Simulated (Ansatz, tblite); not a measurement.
Spin states of the cluster PtO2⁻ (the lowest doublet isomer of a short search), each relaxed with r2SCAN-D4/def2-TZVPD in Ansatz. Electronic energies in the gas phase.

In the def2 sets Pt takes a core potential; there is no spin–orbit coupling. The xTB rows come from tblite. HSE06 is defined as in plane-wave codes, on full-range PBE exchange. Correlated methods freeze 2 core orbitals; core or outer-core shells of Pt are correlated, in sets that lack core-valence functions. HOMO above LUMO, or a gap near zero within one spin, warns that the state may not be the lowest or that an electron is smeared out. The structure comes from a short search, and lower isomers may exist.

Doublet geometry (D∞h within 0.1 Å):

```
atom   x (Å)   y (Å)   z (Å)
 Pt1   0.000   0.000   0.000
  O2  -1.659   0.512   0.339
  O3   1.659  -0.512  -0.339
```

Quartet geometry (C2v within 0.1 Å):

```
atom   x (Å)   y (Å)   z (Å)
 Pt1   0.011   0.263   0.045
  O2  -0.453  -0.407   1.692
  O3   0.441   0.143  -1.738
```

Run but left out: HF/def2-TZVPD, B2PLYP/def2-TZVPD, MP2/def2-TZVPD (doublet: ⟨S²⟩ 1.30 to 1.52, where a pure state has 0.75); HF/def2-TZVPPD, MP2/def2-TZVPPD, CCSD/def2-TZVPPD, CCSD(T)/def2-TZVPPD (flagged by the program: large difference); LDA (SPW92)/def2-TZVPD (doublet: an occupied level 0.14 eV above an empty one); LC-ωPBE/def2-TZVPD (flagged by the program: asymmetric forces).

Only these spin states were relaxed.

**Question.** Estimate which spin state lies lowest at each of these levels, and by how much: GFN1-xTB; GFN2-xTB; PBE-D4/def2-TZVPD; r2SCAN-D4/def2-TZVPD; B97M-V/def2-TZVPD; PBE0-D4/def2-TZVPD; HSE06-D4/def2-TZVPD; RPA@PBE/def2-TZVPD.

**Answer.** 
```
               level  quartet − doublet (kcal/mol)  lowest of these                                                                                        remarks
            GFN1-xTB                          32.2          doublet                                                                                              –
            GFN2-xTB                          42.2          doublet                                                                                              –
   PBE-D4/def2-TZVPD                          30.2          doublet  HOMO above zero (doublet), HOMO above zero (quartet), gap within one spin near zero (doublet)
r2SCAN-D4/def2-TZVPD                          26.8          doublet                                           HOMO above zero (doublet), HOMO above zero (quartet)
   B97M-V/def2-TZVPD                          26.5          doublet                                           HOMO above zero (doublet), HOMO above zero (quartet)
  PBE0-D4/def2-TZVPD                          25.1          doublet                                                                                              –
 HSE06-D4/def2-TZVPD                          25.2          doublet                                                                                              –
  RPA@PBE/def2-TZVPD                          32.6          doublet                                                                                              –
```

Change of the quartet − doublet gap on mixing in exact exchange, in kcal/mol: PBE to PBE0 (25 % exact exchange) -5.1. The xTB methods have no spin-polarisation term.

```csv
state,donor atoms,mean metal–ligand distance (Å),range (Å),Mulliken spin on the metal (PBE0)
doublet,2,1.768,1.77–1.77,0.46
quartet,2,1.838,1.84–1.84,1.43
```

⟨S²⟩ at PBE0-D4/def2-TZVPD: doublet 0.76 (pure 0.75), quartet 3.79 (pure 3.75).
